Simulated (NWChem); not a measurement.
System meant: SiO2 anion, doublet

NWChem input:

```
start job
memory heap 200 mb stack 900 mb global 1100 mb
charge -1
geometry units angstroms noautoz
  O     -1.475900     0.000000    -0.273760
  Si     0.000000     0.000000     0.293367
  O      1.475900     0.000000    -0.273760
end
basis spherical
  O library def2-svp
  Si library def2-svp
end
dft
  odft
  mult 3
  xc pbe0
  iterations 150
  mulliken
end
task dft energy
```

End of the output:

```
 ==============================================================================
                                 internuclear angles
 ------------------------------------------------------------------------------
        center 1       |       center 2       |       center 3       |  degrees
 ------------------------------------------------------------------------------
    1 O                |   2 Si               |   3 O                |   137.96
 ------------------------------------------------------------------------------
                            number of included internuclear angles:          1
 ==============================================================================

 Summary of "ao basis" -> "" (spherical)
 ------------------------------------------------------------------------------
       Tag                 Description            Shells   Functions and Types
 ---------------- ------------------------------  ------  ---------------------
 O                          def2-svp                 6       14   3s2p1d
 Si                         def2-svp                 8       18   4s3p1d

                                 NWChem DFT Module
                                 -----------------

 Summary of "ao basis" -> "ao basis" (spherical)
 ------------------------------------------------------------------------------
       Tag                 Description            Shells   Functions and Types
 ---------------- ------------------------------  ------  ---------------------
 O                          def2-svp                 6       14   3s2p1d
 Si                         def2-svp                 8       18   4s3p1d

      Symmetry analysis of basis
      --------------------------

        a1         19
        a2          5
        b1         14
        b2          8

  number of electrons :                   31
  multiplicity        :                    3
 ------------------------------------------------------------------------
  no. of electrons and multiplicity not compatible                  31
 ------------------------------------------------------------------------
 ------------------------------------------------------------------------
  current input line :
    20: task dft energy
 ------------------------------------------------------------------------
 ------------------------------------------------------------------------
 There is an error in the input file
 ------------------------------------------------------------------------
 For more information see the NWChem manual at https://nwchemgit.github.io

0: no. of electrons and multiplicity not compatible:Received an Error in Communication
```

Task: Can this run be used? If not, why, and what is the fix?

Result: The input was rejected before any calculation. Cause: the multiplicity doesn't fit the number of electrons (an even count wants an odd multiplicity, and the reverse). This input runs:
```
start job
memory heap 200 mb stack 900 mb global 1100 mb
charge -1
geometry units angstroms noautoz
  O     -1.475900     0.000000    -0.273760
  Si     0.000000     0.000000     0.293367
  O      1.475900     0.000000    -0.273760
end
basis spherical
  O library def2-svp
  Si library def2-svp
end
dft
  odft
  mult 2
  xc pbe0
  iterations 150
  mulliken
end
task dft energy
```
It converges to -439.48885 Ha (PBE0/def2-SVP, spin-unrestricted).
